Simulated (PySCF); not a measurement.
# Reading the logs of faulty runs: AlH3O2Si

All numbers below are calculated, not measured. They come from PySCF 2.14.0, an open-source quantum chemistry program, on an isolated molecule that a program drew, which may never have been made. The molecule is AlH3O2Si (charge 0, singlet), drawn as the SMILES string `[O]=[Al][O][SiH3]`.

Each row is a Hartree-Fock (HF) and frozen-core CCSD(T) single point in the cc-pV(D+d)Z basis, meant for a local HF minimum. Run 1 is clean. Each other run has one planted mistake out of seven kinds, and not every kind appears here: one electron removed, one electron added, multiplicity raised by two, geometry at a saddle point, minimal basis STO-3G, one bond length entered in bohr, all coordinates scaled. The reference is restricted for singlets and unrestricted otherwise, and also for a bond in bohr. Adding or removing an electron swaps singlet and doublet. Electrons count all cores. HOMO and LUMO are orbital energies over both spins, the gradient is its largest component, and the lowest frequency (negative if imaginary) is given only where the gradient is small. Bond lengths are over the 6 bonds as drawn. T1 is the CCSD diagnostic: over 0.02 (restricted) or 0.045 (unrestricted) a single reference is doubtful.

Geometry of the clean run:
```xyz
7
AlH3O2Si, angstrom
O     2.3352   -1.7504   -0.6055
Al    0.8438   -1.4644   -0.1937
O    -0.7192   -1.1648    0.2378
Si   -2.2859   -0.8648    0.6704
H    -2.5846    0.5608    0.4344
H    -3.1795   -1.7082   -0.1465
H    -2.4591   -1.1854    2.1002
```

| run | electrons | basis functions | <S^2> | HOMO (eV) | LUMO (eV) | gradient (hartree/bohr) | lowest frequency (cm^-1) | mean bond (Å) | longest bond (Å) | T1 | HF (hartree) | CCSD(T) (hartree) | mistake |
|---|---|---|---|---|---|---|---|---|---|---|---|---|---|
| 1 | 46 | 89 | 0.000 | -10.96 | 0.94 | 5.2e-06 | 74 | 1.5503 | 1.653 | 0.0238 | -682.40346 | -682.97655 | no fault |
| 2 | 46 | 89 | 2.008 | -6.65 | 0.48 | 1.3e-01 | - | 1.5503 | 1.653 | 0.0169 | -682.33808 | -682.85615 | multiplicity raised by two |
| 3 | 46 | 89 | 0.000 | -11.13 | 1.07 | 5.8e-02 | - | 1.4976 | 1.597 | 0.0224 | -682.39276 | -682.95796 | all coordinates scaled |
| 4 | 47 | 89 | 0.821 | -0.19 | 7.06 | 7.0e-02 | - | 1.5503 | 1.653 | 0.0280 | -682.38797 | -682.97506 | one electron added |
| 5 | 46 | 31 | 0.000 | -5.93 | 9.00 | 3.7e-02 | - | 1.5503 | 1.653 | 0.0304 | -674.01411 | -674.23625 | ? |
| 6 | 45 | 89 | 0.755 | -16.82 | -6.47 | 1.3e-01 | - | 1.5503 | 1.653 | 0.0171 | -682.11191 | -682.61826 | ? |

**Which mistake was planted in run 5, and what did it cost?**

It has 31 basis functions where the clean run has 89, with the same electrons and geometry. So the mistake is: minimal basis STO-3G. Subtracting run 1 and multiplying by 627.51 kcal/mol a hartree, the energy moved by 5264.4 kcal/mol in HF and 5484.6 kcal/mol in CCSD(T).

**Which mistake was planted in run 6, and what did it cost?**

It counts 45 electrons, one fewer than the clean run, at the same geometry and basis. So the mistake is: one electron removed. Subtracting run 1 and multiplying by 627.51 kcal/mol a hartree, the energy moved by 183.0 kcal/mol in HF and 224.8 kcal/mol in CCSD(T).

Cautions from the logs. Run 1: T1 is over the limit, so its CCSD(T) energy is less reliable; run 3: T1 is over the limit, so its CCSD(T) energy is less reliable; run 4: the added electron raises the CCSD(T) energy, so it isn't bound in this basis; run 5: T1 is over the limit, so its CCSD(T) energy is less reliable.
